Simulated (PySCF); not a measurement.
Isomers of C6H7F3P2, one GFN2-xTB conformer each. Single-point energies are computed at PBE0/pcSseg-1 (PySCF, gas phase, no added dispersion term), electronic only.

Task: Rank them by PBE0/pcSseg-1 energy, lowest first (kJ/mol).
A. `[CH3:1][CH2:2][P:3]([C:4]#[C:5][PH2:6])[C:7]([F:8])=[C:9]([F:10])[F:11]` with C1–C2–P3–C4 -70°, C2–P3–C7–F8 -38°
B. `[CH:1]#[C:2][CH2:3][P:4]([CH2:5][PH2:6])[C:7]([F:8])=[C:9]([F:10])[F:11]` with C2–C3–P4–C5 71°, C3–P4–C5–P6 -179°, P4–C5–P6–H -45° and 47°, C3–P4–C7–F8 -99°

Result: A (0.0), B (25.7).

GFN2-xTB itself gives, in the same order: 0.0, 25.9. Both levels put the same isomer lowest.

Task: Which frontier levels, dipoles and rotational constants go with these structures?

Result: 
```json
{"SMILES": "CCP(C#CP)C(F)=C(F)F", "HOMO (eV, PBE0/pcSseg-1)": "-6.82", "LUMO (eV)": "-0.70", "dipole (D)": "1.48", "A, B, C (MHz)": "840.5, 564.1, 364.6"}
{"SMILES": "C#CCP(CP)C(F)=C(F)F", "HOMO (eV, PBE0/pcSseg-1)": "-7.11", "LUMO (eV)": "-0.50", "dipole (D)": "1.23", "A, B, C (MHz)": "870.3, 602.6, 401.1"}
```
